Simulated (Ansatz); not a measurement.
Correlation energies of C₅H₃N₃, SMILES `CC(C#N)(C#N)C#N` by basis set

```xyz
11

C     1.088   -0.319   -0.529
C    -0.257    0.075    0.125
C    -1.366   -0.248   -0.787
N    -2.200   -0.516   -1.528
C    -0.433   -0.666    1.384
N    -0.529   -1.265    2.358
C    -0.267    1.520    0.407
N    -0.233    2.648    0.610
H     1.901   -0.076    0.153
H     1.086   -1.388   -0.734
H     1.209    0.235   -1.459
```

The species carries charge 0 and has multiplicity 1. Geometry: relaxed with PBE0-D4/def2-TZVP. Frozen core, restricted reference, Ansatz. CBS rows extrapolate triple and quadruple zeta; past MP2 they add the triple-zeta difference.

```json
{"basis": "def2-SVP", "HF (Eh)": "-354.10332", "MP2 corr.": "-1.10520"}
{"basis": "def2-TZVPP", "HF (Eh)": "-354.51200", "MP2 corr.": "-1.33326"}
{"basis": "def2-QZVPP", "HF (Eh)": "-354.52584", "MP2 corr.": "-1.41904"}
```

Estimate the CCSD correlation energy and the (T) correction in each basis where they were run (hartree).


```csv
basis,CCSD corr.,(T)
def2-SVP,-1.13081,-0.04875
def2-TZVPP,-1.34144,-0.07156
CBS(def2),-1.49075,as TZ
```
